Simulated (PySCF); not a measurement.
## Electron correlation in Si (silicon, neutral)

[Ne] 3s1 3p2 3d1, one real determinant (an excited configuration). Computed with PySCF 2.14 in aug-cc-pCVTZ-DK (8s7p5d3f, 75 functions), with scalar relativity by spin-free X2C-1e. Frozen: [Ne]; 4 electrons correlated.

```json
{"level": "CCSD", "correlation energy (mhartree)": "-35.19"}
{"level": "(T)", "correlation energy (mhartree)": "-3.55"}
{"level": "CCSD(T)", "correlation energy (mhartree)": "-38.74"}
```

Diagnostics: T1 = 0.034, D1 = 0.0920, largest double amplitude 0.346.

Task: Is a single reference adequate?

Result: Not fully. The real determinant used has ⟨L²⟩ near 8 against 12 for a pure F term, so it mixes terms. The outer electron is Rydberg-like, and this basis confines it to a smaller radius and binds it less than a complete one would. T1 exceeds 0.03, a sign that the reference determinant is poor. A double-excitation amplitude exceeds 0.15, a sign of near-degeneracy.

The reference is one real determinant that mixes LS terms of this configuration.
